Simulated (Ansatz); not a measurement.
Geometry optimisation, RKS PBE0-D4/def2-SVP (Ansatz).

The input (input.yaml):

```yaml
crystal:
  periodic: [false, false, false]
  atoms:
    - { symbol: Si, position_ang: [0.0, 0.0, 0.0] }
    - { symbol: Cl, position_ang: [0.0, 0.0, 2.13] }
    - { symbol: "N", position_ang: [1.7163, 0.0, -0.6061] }
    - { symbol: H, position_ang: [2.2145, -0.918, -0.7868] }
    - { symbol: H, position_ang: [2.2175, 0.918, -0.7783] }
    - { symbol: H, position_ang: [-0.6877, 1.1914, -0.4862] }
    - { symbol: "N", position_ang: [-0.8572, -1.4851, -0.6061] }
    - { symbol: H, position_ang: [-1.3922, -2.1014, 0.0704] }
    - { symbol: H, position_ang: [-0.8219, -1.7344, -1.6357] }
basis:
  gaussian: { orbitals: def2-SVP }
hamiltonian:
  xc: pbe0
  dispersion: d4
relax:
  f_tol: 0.02
  max_steps: 40
```

Launched with:

```bash
$ ansatz run input.yaml --threads 1 --pin off --max-ram 2048MiB --backend cpu --events-out ev --progress --plain --runs-dir out
```

Where does it end, and by what steps?

The forces met the threshold. After 8 steps the energy has fallen by 0.729 eV; N3 moved furthest, 0.19 Å.

```json
{"step": "0", "energy less start (eV)": "0.0000", "largest force component (eV/Å)": "2.467", "accepted": "yes"}
{"step": "1", "energy less start (eV)": "-0.5770", "largest force component (eV/Å)": "1.249", "accepted": "yes"}
{"step": "2", "energy less start (eV)": "-0.7063", "largest force component (eV/Å)": "0.801", "accepted": "yes"}
{"step": "3", "energy less start (eV)": "-0.7210", "largest force component (eV/Å)": "0.096", "accepted": "yes"}
{"step": "4", "energy less start (eV)": "-0.7229", "largest force component (eV/Å)": "0.355", "accepted": "yes"}
{"step": "5", "energy less start (eV)": "-0.7092", "largest force component (eV/Å)": "0.337", "accepted": "no"}
{"step": "6", "energy less start (eV)": "-0.7285", "largest force component (eV/Å)": "0.066", "accepted": "yes"}
{"step": "7", "energy less start (eV)": "-0.7289", "largest force component (eV/Å)": "0.057", "accepted": "yes"}
{"step": "8", "energy less start (eV)": "-0.7292", "largest force component (eV/Å)": "0.014", "accepted": "yes"}
```

```xyz
9
Properties=species:S:1:pos:R:3
Si 0.039 -0.057 -0.058
Cl -0.047 -0.134 2.030
N 1.600 -0.019 -0.754
H 2.224 -0.811 -0.645
H 2.109 0.855 -0.815
H -0.591 1.246 -0.409
N -0.714 -1.516 -0.543
H -1.449 -1.929 0.018
H -0.782 -1.764 -1.523
```

Whether the end is a true minimum wasn't checked by a vibrational analysis.

Run time: 30 s on 1 thread of Arm Neoverse V2, on a shared host, peak memory 0.17 GiB.
